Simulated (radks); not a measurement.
Results of a calculation; reference values are marked as such.
The promethium ion Pm7+, 54 electrons, occupied as [Kr] 4d10 4f4 5s1 5p3 (not the ground configuration).

Code: a radial shooting solver on a logarithmic mesh with Libxc functionals. Model: Dirac Kohn-Sham, Wu-Cohen GGA, spin-unpolarised, spherical densities, point nucleus; open shells are shared between the two j in proportion to 2j + 1.

Energy parts (hartree):
total: -10012.6880
kinetic: 10828.6476
electron-nucleus: -24308.1077
Hartree: 3692.2422
exchange-correlation: -225.4700

Orbitals (lengths in bohr, moments of r in powers of bohr; r(90%) holds 90 % of the orbital's charge):
| orbital | occ. | eigenvalue (hartree) | r(90%) |
|---|---|---|---|
| 1s1/2 | 2 | -1656.528 | 0.0419 |
| 2s1/2 | 2 | -272.2426 | 0.153 |
| 2p1/2 | 2 | -258.0314 | 0.136 |
| 2p3/2 | 4 | -237.4378 | 0.144 |
| 3s1/2 | 2 | -62.18129 | 0.382 |
| 3p1/2 | 2 | -56.08480 | 0.375 |
| 3p3/2 | 4 | -51.94353 | 0.393 |
| 3d3/2 | 4 | -41.33727 | 0.366 |
| 3d5/2 | 6 | -40.43964 | 0.371 |
| 4s1/2 | 2 | -15.20515 | 0.850 |
| 4p1/2 | 2 | -12.88179 | 0.882 |
| 4p3/2 | 4 | -11.97064 | 0.922 |
| 4d3/2 | 4 | -8.13985 | 1.01 |
| 4d5/2 | 6 | -7.97627 | 1.03 |
| 4f5/2 | 1.71429 | -3.51824 | 1.39 |
| 4f7/2 | 2.28571 | -3.49644 | 1.40 |
| 5s1/2 | 1 | -4.71491 | 1.87 |
| 5p1/2 | 1 | -3.99600 | 2.03 |
| 5p3/2 | 2 | -3.82276 | 2.10 |

The highest occupied level is 4f7/2 at -95.143 eV. Summed over all electrons, <r^2> = 22.85 bohr^2, which gives a Langevin (diamagnetic) susceptibility term of -18.1 x 10^-6 cm^3/mol. The density falls to 0.001 e/bohr^3 at r = 2.84 bohr.
